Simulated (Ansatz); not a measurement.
```yaml
crystal:
  periodic: [false, false, false]
  atoms:
    - {symbol: Cu, position_ang: [0.011244, 0.094554, -1.300440]}
    - {symbol: N, position_ang: [-0.039674, 0.131914, 0.761817]}
    - {symbol: H, position_ang: [-0.202778, 0.951049, 1.138270]}
    - {symbol: H, position_ang: [0.990416, -0.160263, 1.208486]}
    - {symbol: H, position_ang: [-0.547645, -0.788922, 1.084419]}
    - {symbol: H, position_ang: [-0.099165, 0.144788, -2.652209]}
basis:
  gaussian: {orbitals: 6-31G}
hamiltonian: {xc: {name: CAM-B3LYP}, dispersion: d3bjatm}
```

```sh
$ ansatz run in.yaml --threads 4 --pin off --events-out ev --progress --plain --max-ram 3916MiB
```

Shortened log:

```
Functional definition: CAM-B3LYP
543 factors; integrals over basis functions are off by at most 3.1e-4 eV
165 factors; integrals over basis functions are off by at most 1.2e-4 eV
mean field evaluation 1: about -46181.3063 eV, gradient 6.1e1 eV
mean field evaluation 2: about -45648.0607 eV, gradient 5.0e2 eV
mean field evaluation 4: about -46187.1409 eV, gradient 1.5e1 eV
mean field evaluation 8: about -46187.5972 eV, gradient 1.2e0 eV
mean field evaluation 16: about -46187.6000 eV, gradient 1.3e-4 eV
mean field -46187.60003580 eV, -1697.3629942358 hartree, gradient 2.3e-5 eV, S^2 0.000000; 0 other end points of the search recorded, 0 dependent functions left out
reference -46187.60014274 eV, -1697.3629981659 hartree; 20, 20 occupied and 26, 26 virtual orbitals, 543 factors
Total energy: -46187.65570591 eV, -1697.3650400747 hartree
```

Run time 0.7 s (4 threads of Intel Xeon Platinum 8259CL on a shared host).

The 6-31G sets use Cartesian d functions.
